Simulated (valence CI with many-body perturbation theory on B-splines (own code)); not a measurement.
## Sm⁴⁰⁺ in brief

Level of theory: valence CI with perturbative core correlation (CI+MBPT): four valence electrons over a frozen Dirac-Fock core [Ar], radial functions for each j: 7 s, 7 p, 8 d, 6 f, 4 g, 1 h, with the one-electron correlation potential Σ1 (screened to all orders), the two-electron term Σ2, the three-electron term Σ3, Breit, model QED; selected single and double excitations, second order for the rest, scaled by the run's own slope (own B-spline code, finite nucleus).

The last digits are not significant, and no measured levels were compared; by estimate large intervals hold to a few tenths of a per cent, small ones and those within an open d or f shell to about a per cent. Only levels of the ground parity were solved; by the run's estimate the other parity begins above the list, which can be wrong where configurations are misplaced.

Levels are named by their leading jj configuration (3d3/2^4 stands for four electrons in 3d with j = 3/2), which in mixed levels can hold well under half, so a name can repeat and another be missing.

Rates and lifetimes use the calculated energies. Strong lines usually hold to 10 to 20 %, long lifetimes can be off by a factor of two.

(1) What is the ground level?

(2) How well does LS coupling describe the low levels?

(3) What is the ionisation energy?

(4) Name the longest-lived excited levels whose lifetime is computed, and their main decay.

Results:

(1) (3d3/2^4) J=0, composition 57 % 3d⁴ ³P + 32 % 3d⁴ ⁵D + 12 % 3d⁴ ¹S.

(2) Among the lowest 20 levels the leading LS term, summed over configurations, holds 48 % on average. For single configurations the figures are 48 % in LS and 90 % in jj coupling. Terms mix most in the J = 4 level at 273510 cm⁻¹, where the leading one holds 30 %.

(3) 3029.2 eV; NIST lists 3028 ± 4 eV (theoretical).

(4) (3d3/2^2 3d5/2^2) J=6 at 525620 cm⁻¹ lives 16.2 ms, mostly by M1 to (3d3/2^2 3d5/2^2) J=5. The lifetime of (3d3/2^3 3d5/2) J=4 is too uncertain to give, and may be longer.
